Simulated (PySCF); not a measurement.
# How methods differ on the ionisation energy of Xe⁺

Xe⁺ [Kr] 4d10 5s2 5p5 (2P) → Xe²⁺ [Kr] 4d10 5s2 5p4 (3P), as a difference of total energies. Computed with PySCF 2.14 in aug-cc-pV5Z-PP with ECP28MDF (8s8p6d4f3g2h, 139 functions), with scalar relativity through the core potential. Correlated levels: valence: 4s2 4p6 4d10 frozen. The calculations carry no spin-orbit coupling.

Q: Order these methods by the ionisation energy they give, lowest first.
A. PBE
B. SCS-MP2 (valence)
C. r2SCAN
D. LDA

A: B (21.013 eV), A (21.050 eV), C (21.116 eV), D (21.366 eV).

The reference lies between the lowest fine-structure levels, while these numbers refer to the centres of the terms.

For comparison: 20.975 eV (semi-empirical (NIST evaluation); NIST Atomic Spectra Database, ionization energies).
